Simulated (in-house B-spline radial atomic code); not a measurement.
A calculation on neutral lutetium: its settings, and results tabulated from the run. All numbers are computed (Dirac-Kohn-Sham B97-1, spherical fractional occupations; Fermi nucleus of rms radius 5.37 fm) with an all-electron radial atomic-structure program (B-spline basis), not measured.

Command:
```bash
python run_scf.py task.json out
```
Settings (nuclear radius in fm, mass in u):
```
Z                71
configuration    [Xe] 4f14 5d1 6s2
hamiltonian      dirac
method           b97_1
spin_polarised   False
nucleus          fermi
rms_radius       5.37
atomic_mass      174.94078
speed_of_light   137.035999084
```

Output (hartree, bohr):
```
 radial grid: 77 intervals, B-splines of order 8, outer radius 50 bohr

 iter        energy (Eh)    residual
    1      -14577.173573    5.79e-01
    2      -14438.919562    1.19e+00
    3      -14541.911049    1.20e+00
    4      -14576.813766    3.20e-01
    5      -14575.882771    3.79e-01
    6      -14578.195623    1.05e-01
    7      -14578.689114    9.73e-03
    8      -14578.697446    2.75e-03
    9      -14578.698485    8.46e-04
   10      -14578.698530    1.32e-04
   11      -14578.698532    1.14e-05
   12      -14578.698532    7.37e-07
   13      -14578.698532    5.11e-08

 total energy                    -14578.69853
 kinetic                           16243.3689
 electron-nucleus                 -36249.9817
 Hartree                            5729.5452
 exact exchange                      -61.9883
 exchange-correlation               -239.6427

 first-order corrections (not in the total)
   Gaunt                            16.6399
   retardation                      -1.7607
   frequency dependence             -0.2666
   self-energy                      11.9688
   Uehling                          -2.1465
   Wichmann-Kroll                    0.0800
   recoil                            0.0285

 orbital      occ     eigenvalue          <r>       <r^2>       <1/r>     <1/r^3>       <r^4>       r_max    small
 1s1/2      2.000     -2324.7081    0.0193226 0.000512259     82.1805           - 7.07743e-07     0.01213  7.11e-02
 2s1/2      2.000      -396.5965    0.0812368  0.00786056     19.8847           -  0.00010763     0.06949  1.60e-02
 2p1/2      2.000      -378.3802    0.0674278  0.00564517     19.8475           - 6.54389e-05     0.05194  1.61e-02
 2p3/2      4.000      -337.3049    0.0750308  0.00685308     16.9547     39807.2 9.21422e-05     0.05846  1.46e-02
 3s1/2      2.000       -90.3314     0.212096   0.0515608     7.29352           -  0.00402125      0.1959  5.22e-03
 3p1/2      2.000       -82.2753     0.202002   0.0475312     7.20768           -  0.00358176      0.1839  5.16e-03
 3p3/2      4.000       -73.4848     0.216178   0.0542214      6.4643     7270.43  0.00461797      0.1973  4.75e-03
 3d3/2      4.000       -59.8476     0.189863   0.0423702     6.35162     539.643  0.00319061      0.1552  4.63e-03
 3d5/2      6.000       -57.9314     0.194244   0.0442157     6.17285     465.862  0.00344881      0.1589  4.52e-03
 4s1/2      2.000       -18.2042     0.478043    0.258299     3.05073           -   0.0972061      0.4465  1.69e-03
 4p1/2      2.000       -14.9167     0.485332    0.268457     2.93982           -    0.108052      0.4476  1.60e-03
 4p3/2      4.000       -12.9081     0.517771    0.305284     2.68256     1306.77    0.139798      0.4763  1.45e-03
 4d3/2      4.000        -7.5021     0.541377    0.340599     2.46009     105.828    0.189795      0.4762  1.26e-03
 4d5/2      6.000        -7.1334     0.552949     0.35519     2.39653     89.4881    0.206573      0.4855  1.21e-03
 5s1/2      2.000        -2.3584      1.17543     1.55669      1.1372           -     3.63031       1.047  3.42e-04
 5p1/2      2.000        -1.4250      1.31773     1.97736     1.00321           -     6.17619       1.137  2.71e-04
 5p3/2      4.000        -1.1666      1.43097     2.33581     0.91183     142.409     8.71244       1.225  2.31e-04
 4f5/2      6.000        -0.4992     0.710334    0.665423     1.85016     14.3471     1.31543      0.4665  7.79e-04
 4f7/2      8.000        -0.4412     0.725902     0.69942     1.81809     13.6313     1.49873      0.4721  7.58e-04
 5d3/2      0.400        -0.0471      3.01421     11.9202    0.464651     3.29934     381.406       1.833  6.09e-05
 5d5/2      0.600        -0.0374       3.2286     13.7848    0.436462      2.5279     521.966        1.92  5.37e-05
 6s1/2      2.000        -0.1904      3.66342     15.3167    0.343284           -     377.968        3.07  3.34e-05
```

Time taken, with all properties: 4.8 s on 1 thread of x86-64 server CPU, with other jobs on the host.

For the Dirac Hamiltonian the kinetic term is c α·p + (β - 1)c².

Caution: exact exchange at fractional occupations of open shells leaves self-interaction of up to several eV.
